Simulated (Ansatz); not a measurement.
Computed with Ansatz on PBE0-D4/def2-TZVP structures; ΔE is electronic, products minus reactants. CCSD(T)/CBS adds triple-zeta CCSD(T) − MP2 to the extrapolated MP2 energy (def2 sets, frozen cores). Functionals use def2-TZVPP. B3LYP here is the variant with VWN-RPA as its local correlation; programs differ in this. For Se outer-core shells are correlated without core-valence functions, which leaves a few kJ/mol of doubt a bond. Scalar relativity is left out up to krypton. One conformer a species, not always the lowest.

`[NH2][AlH][CH2]C=[Se]` + `C[SiH2]C` → `C[SiH](C)[AlH][NH2]` + `CC=[Se]`  (formal exchange of groups at the Al–C bond)

```
             level  ΔE (eV)
         r2SCAN-D4     0.37
           PBE0-D4     0.26
          B3LYP-D4     0.34
           ωB97M-V     0.38
            r2SCAN     0.37
SCS-MP2/def2-TZVPP     0.32
CCSD(T)/def2-TZVPP     0.26
SCS-MP2/def2-QZVPP     0.33
```

Q: What does CCSD(T)/CBS give? (Best estimate.)

A: Computed: +0.28 eV. The listed levels differ from it by 0.09, -0.02, 0.06, 0.10, 0.09, 0.04, -0.02, 0.05 eV.

Largest T1 diagnostic among the species: 0.017.

The D4 term adds +0.04 eV with B3LYP and +0.02 eV with PBE0; it sums over pairs of atoms, weighted by their polarisabilities, and B3LYP, whose exchange is more repulsive, gets the larger term.
